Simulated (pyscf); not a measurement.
Group migration: `[CH2][CH]([CH3])[F]` [doublet] → `[CH3][CH][CH2][F]` [doublet]

Gas phase, doublet surface, charge 0. Bonds broken: C2–F10. Bonds formed: C3–F10. Optimised with ωB97X-D3(BJ)/def2-SVP in PySCF.

Transition state (Å):

```xyz
10

C      0.7336     0.1909    -0.7499
C     -0.5129     0.1571     0.0686
C     -0.5643     0.4242     1.4082
H      0.6712     0.9767    -1.5218
H      0.8609    -0.7729    -1.2658
H      1.6199     0.3733    -0.1258
H     -1.4485    -0.0790    -0.4501
H      0.3375     0.7009     1.9608
H     -1.5125     0.4187     1.9496
F     -0.2406    -1.5875     1.1662
```

One imaginary mode, 318i cm⁻¹; descent along it reached the two sides named.

| bond | change | reactant side (Å) | saddle | product side |
|---|---|---|---|---|
| C2–F10 | breaks | 1.391 | 2.079 | 2.371 |
| C3–F10 | forms | 2.349 | 2.052 | 1.386 |

Electronic energies relative to the reactant's lowest minimum found (kcal/mol):

```csv
level,barrier,reaction energy,reverse barrier
ωB97X-D3(BJ)/def2-TZVP,27.2,+0.2,27.0
PBE/def2-TZVP,19.6,-0.6,20.2
r²SCAN/def2-TZVP,24.8,+0.4,24.4
B3LYP-D3(BJ)/def2-TZVP,21.8,-0.1,21.9
PBE0-D3(BJ)/def2-TZVP,27.3,-0.1,27.4
M06-2X/def2-TZVP,30.7,+0.4,30.3
ωB97M-D3(BJ)/def2-TZVP,25.7,+0.4,25.3
HF/def2-TZVP,42.0,+1.5,40.5
```

With ωB97M-D3(BJ)/def2-TZVP energies and thermal terms (ideal gas, 1 atm, RRHO with modes under 100 cm⁻¹ raised to 100, one conformer, R ln 2 for rigid chiral ones), in kcal/mol:

| T (K) | ΔH‡ | ΔG‡ | ΔH | ΔG |
|---|---|---|---|---|
| 298 | 25.4 | 25.4 | +1.0 | +0.7 |
| 600 | 24.9 | 25.5 | +0.7 | +0.5 |
| 900 | 24.3 | 26.0 | +0.5 | +0.4 |
| 1200 | 23.6 | 26.7 | +0.4 | +0.4 |

•H₂C–CH(CH₃)–F lies 6.7 kcal/mol over its isomer H₃C–C•(CH₃)–F, and others may lie lower still (electronic energy, ωB97M-D3(BJ)). H₃C–CH•–CH₂–F lies 7.1 kcal/mol over its isomer H₃C–C•(CH₃)–F, and others may lie lower still (electronic energy, ωB97M-D3(BJ)). One saddle was located; it need not be the lowest between these sides.
